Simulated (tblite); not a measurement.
Species: C₅H₄N₂.
Bonds: N1–C2 (triple), C2–C3, C3–C4 (aromatic), C4–C5 (aromatic), C5–N6 (aromatic), N6–C7 (aromatic), C3–C7 (aromatic). Hydrogens: H8 on C4; H9 on C5; H10 on N6; H11 on C7.

A start from a force field or distance geometry was refined with GFN2-xTB geometry optimisation, gas phase in tblite. Values at the start:

| coordinate | start |
| --- | --- |
| N1≡C2 | 1.171 Å |
| C2–C3 | 1.421 Å |
| C3–C4 | 1.391 Å |
| C3–C7 | 1.374 Å |
| C4–C5 | 1.405 Å |
| C4–H8 | 1.079 Å |
| C5–N6 | 1.356 Å |
| C5–H9 | 1.090 Å |
| N6–C7 | 1.350 Å |
| N6–H10 | 1.064 Å |
| C7–H11 | 1.086 Å |
| N1–C2–C3 | 178.1° |
| C2–C3–C4 | 126.9° |
| C2–C3–C7 | 124.2° |
| C3–C4–C5 | 105.0° |
| C3–C7–N6 | 108.2° |
| C4–C3–C7 | 108.9° |
| C4–C5–N6 | 109.0° |
| C5–N6–C7 | 108.9° |

Problem. How do these coordinates change at the GFN2-xTB level?

Solution. 
```tsv
coordinate	GFN2-xTB (Å or °)	change
N6–H10	1.007	-0.057
C4–C5	1.364	-0.041
C3–C4	1.421	+0.030
N1≡C2	1.148	-0.023
C2–C3	1.401	-0.020
C5–H9	1.072	-0.018
C7–H11	1.072	-0.014
C4–H8	1.071	-0.008
C5–N6	1.362	+0.006
C3–C7	1.380	+0.006
N6–C7	1.351	+0.001
C2–C3–C7	126.6	+2.4
C4–C3–C7	107.1	-1.8
C3–C4–C5	106.8	+1.8
N1–C2–C3	179.5	+1.4
C5–N6–C7	109.8	+0.9
C2–C3–C4	126.3	-0.6
C4–C5–N6	108.5	-0.5
C3–C7–N6	107.9	-0.3
```

The energy falls by 0.198 eV over 27 L-BFGS steps, the largest force on an atom goes from 2.84 to 0.008 eV/Å, and the atoms move by 0.046 Å rms after alignment. The bond that changes most is N6–H10 (pyrrole-type nitrogen to N–H hydrogen), which shortens by 0.057 Å. Bonds longer at the end by more than 0.005 Å: 3 of 11; shorter: 7. Rotational constants go from 9118, 1953, 1609 to 9190, 1971, 1623 MHz.

Its GFN2-xTB frequencies are all real (lowest 158 cm⁻¹).

The numbers are calculated, not measured.
